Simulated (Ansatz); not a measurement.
Isomers of C$_{2}$H$_{6}$BClSi, relaxed with PBE0-D4/def2-TZVP in Ansatz; electronic energies, one conformer each and not always the lowest. Functionals use def2-TZVPP; CBS adds triple-zeta CCSD(T) − MP2 to the MP2 limit of def2-TZVPP and def2-QZVPP.

**Question.** Order them by energy at frozen-core CCSD(T)/CBS, lowest first. (An estimate is asked.)
A. `[SiH3]C1CB1Cl`
B. `ClBC1C[SiH2]1`
C. `CC1[SiH2]B1Cl`
D. `Cl[SiH]1CBC1`
E. `B[C@H]1C[Si@H]1Cl`
F. `B/C([SiH3])=C\Cl`

**Answer.** D (0.0 kJ/mol), B (91.5 kJ/mol), E (105.5 kJ/mol), A (138.5 kJ/mol), C (175.7 kJ/mol), F (244.7 kJ/mol).

**Question.** How do ωB97M-V, MP2/CBS(def2), B2PLYP, r2SCAN-D4 place them (kJ/mol, against `Cl[SiH]1CBC1`)? (Estimate.)

**Answer.** Computed: 
```csv
isomer,ωB97M-V,MP2/CBS(def2),B2PLYP,r2SCAN-D4
`B[C@H]1C[Si@H]1Cl`,107.8,106.1,102.4,105.8
`B/C([SiH3])=C\Cl`,254.5,258.7,232.0,253.8
`ClBC1C[SiH2]1`,94.9,92.0,88.0,91.2
`[SiH3]C1CB1Cl`,138.4,143.6,129.4,136.3
`CC1[SiH2]B1Cl`,182.3,183.5,169.6,171.4
```
